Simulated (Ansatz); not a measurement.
Consider the ligand exchange at a B–Cl bond: `FB(Cl)O[SiH3]` + H–F → `FB(F)O[SiH3]` + HCl.

Calculated with Ansatz (gas phase, PBE0-D4/def2-TZVP geometries, no zero-point term in ΔE). CBS: MP2 limit from def2 TZ/QZ plus the TZ coupled-cluster correction, frozen cores. This one scheme is used for every species. DFT in def2-TZVPP. Each species was taken in one conformer, which may not be the lowest.

CCSD(T)/CBS gives -60.1 kJ/mol.

**Question.** Another level gave -64.7 kJ/mol. Which?
A. revPBE-D4/def2-TZVPP
B. CAM-B3LYP/def2-TZVPP
C. r2SCAN/def2-TZVPP
D. PBE/def2-TZVPP

**Answer.** C. r2SCAN -64.7, PBE -58.0, CAM-B3LYP -72.1, revPBE-D4 -51.9 kJ/mol.

Largest T1 diagnostic among the species: 0.012.

From BLYP to BHLYP (50 % exact exchange), in def2-TZVPP and without D4, ΔE moves by −6.1 kJ/mol. At CCSD(T), def2-SVP lies −15.0 kJ/mol from the extrapolated value and def2-TZVPP −4.3 kJ/mol.
